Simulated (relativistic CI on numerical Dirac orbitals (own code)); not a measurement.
Mn⁶⁺ in a cubic cluster: 1s photoemission with charge transfer

Computed with a charge-transfer multiplet model of a cubic metal-ligand cluster with up to 2 ligand holes, Slater and spin-orbit integrals from Dirac-Coulomb-Breit ions, Slater integrals scaled by 0.8. The parameters are those of a tetrahedral site (10Dq negative, t2 hopping the larger). The ground state mixes d1 with configurations of k ligand holes L, whose averages lie at kΔ + k(k − 1)U_dd/2; a core hole lowers each added d electron by U_cd. 300 K, Lorentzian 1.1 eV and Gaussian 0.6 eV FWHM.

Atomic integrals in eV (Slater integrals scaled, ζ unscaled), ground: F2dd 10.611, F4dd 6.708, zeta_d 0.064; with the core hole: F2dd 10.611, F4dd 6.708, zeta_d 0.090, G2cd 0.078. Where a configuration has fewer than two d electrons, the dd integrals are those of d2.

Cluster parameters (eV): Δ = 0.9, U_dd = 6, U_cd = 6.6, 10Dq = -0.35, 10Dq(ligand) = 0, final-state hopping factor = 0.9.

```tsv
Case	n_d	d1	d2L	d3L2	S
V(eg) = 0.98 eV, V(t2g) = -1.66 eV	1.79	0.33	0.56	0.12	0.50
V(eg) = 1.28 eV, V(t2g) = -2.17 eV	1.84	0.30	0.55	0.14	0.50
V(eg) = 1.88 eV, V(t2g) = -3.19 eV	1.91	0.27	0.54	0.18	0.50
V(eg) = 2.18 eV, V(t2g) = -3.7 eV	1.94	0.26	0.54	0.20	0.50
V(eg) = 2.78 eV, V(t2g) = -4.72 eV	1.97	0.25	0.53	0.22	0.50
```

Weights, n_d and S are thermal averages at 300 K. Binding energies count from the first peak over 30 % of the highest in each spectrum, which can be another peak from case to case. The parameters are a model scan and need not match a compound or its usual spin state. Peaks in eV (height, largest 100):
- V(eg) = 0.98 eV, V(t2g) = -1.66 eV: 0.0 (100), 9.0 (14)
- V(eg) = 1.28 eV, V(t2g) = -2.17 eV: 0.0 (100), 11.4 (11)
- V(eg) = 1.88 eV, V(t2g) = -3.19 eV: 0.0 (100), 15.6 (7)
- V(eg) = 2.18 eV, V(t2g) = -3.7 eV: 0.0 (100), 17.6 (5)
- V(eg) = 2.78 eV, V(t2g) = -4.72 eV: 0.0 (100)

Curve for V(eg) = 0.98 eV, V(t2g) = -1.66 eV (points under 2 left out, the grid thinned):

```csv
E (eV),Intensity
-3.6,2.8
-3.2,3.5
-2.8,4.5
-2.4,6.1
-2.0,8.6
-1.6,13.1
-1.2,21.9
-0.8,40.9
-0.3,84.6
0.1,98.8
0.5,69.0
0.9,38.0
1.3,22.6
1.7,15.0
2.1,10.8
2.5,8.7
2.9,7.8
3.3,7.2
3.7,6.3
4.1,5.3
4.5,4.4
4.9,4.0
5.4,3.9
5.8,3.7
6.2,3.4
6.6,3.4
7.0,3.7
7.4,4.5
7.8,5.8
8.2,8.3
8.6,11.7
9.0,13.6
9.4,12.2
9.8,9.5
10.2,7.9
10.6,7.0
11.0,5.4
11.5,3.5
11.9,3.0
12.3,3.1
12.7,2.9
13.1,2.2
14.9,2.4
15.3,2.4
15.7,2.0
```

For the case V(eg) = 1.88 eV, V(t2g) = -3.19 eV, Δ = 0.9 eV is smaller than U_dd = 6 eV, the charge-transfer side of the Zaanen-Sawatzky-Allen scheme. With the core hole the average of the configuration with one ligand hole lies at Δ − U_cd = -5.7 eV before mixing: the effective hopping of about 7.2 eV (from the holes of the mixed ground state) is comparable with this gap or larger, so the configurations mix strongly.

With at most 2 ligand holes the space is cut while the next configuration still counts, so covalency is underestimated, and a final configuration with one more ligand hole, which can lie low, is missing from the spectra.
